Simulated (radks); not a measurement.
Results of a calculation; reference values are marked as such.
Task: Code: a radial shooting solver on a logarithmic mesh with Libxc functionals. Model: non-relativistic Kohn-Sham, LDA (Slater exchange, VWN5 correlation), spin-polarised, spherical densities, point nucleus; open shells are filled with parallel spins first (spin-orbit coupling, left out, can overturn this in heavy ions). Response by self-consistent Sternheimer equations with the Hartree and adiabatic LDA kernel. For heavy and open-shell atoms this level of theory can miss by tens of per cent. Rank Sc, Ti2+, Sn, Ru+, N2+, Fe (NIST ground configurations) by static dipole polarisability, largest first.

Result: Sc 116.8, Sn 59.67, Fe 58.53, Ru+ 15.59, Ti2+ 5.149, N2+ 2.582 bohr^3.
